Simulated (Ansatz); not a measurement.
Species: C2H3Si, charge 0, doublet. C2H3Si (SMILES C(#[C])[SiH3], doublet).
B3LYP-D3(BJ)/def2-TZVP minimum from Ansatz (a program for electronic structure):
```xyz
6

Si    -0.8573    -0.0603    -0.4249
C      0.7794     0.0548     0.3863
C      1.8630     0.1310     0.9234
H     -0.9445     0.9778    -1.4726
H     -0.9981    -1.4021    -1.0268
H     -1.9091     0.1536     0.5904
```
Charge 0, spin multiplicity 2.

Total energies in cc-pV(D+d)Z, 15 correlated electrons, 7 frozen orbitals. Open shells are spin-unrestricted; no spin-orbit coupling. Cores are frozen in correlated methods. No relativity. The UHF reference of C2H3Si ([C]#C[SiH3], doublet) is spin-contaminated (<S^2> up to 0.41 over the pure value in the sets run).

| method | program | energy (Eh) | minus CCSDT(Q) (mEh) |
|---|---|---|---|
| HF | Ansatz | -366.27772 | 365.23 |
| MP2 | Ansatz | -366.56860 | 74.36 |
| CCSD | Ansatz | -366.62582 | 17.14 |
| CCSD(T) | Ansatz | -366.63942 | 3.54 |
| CCSDT(Q) | Ansatz | -366.64296 | 0.00 |

Rough core times of Ansatz's runs on a shared machine: CCSD(T) 40 s, CCSDT(Q) 7 min.
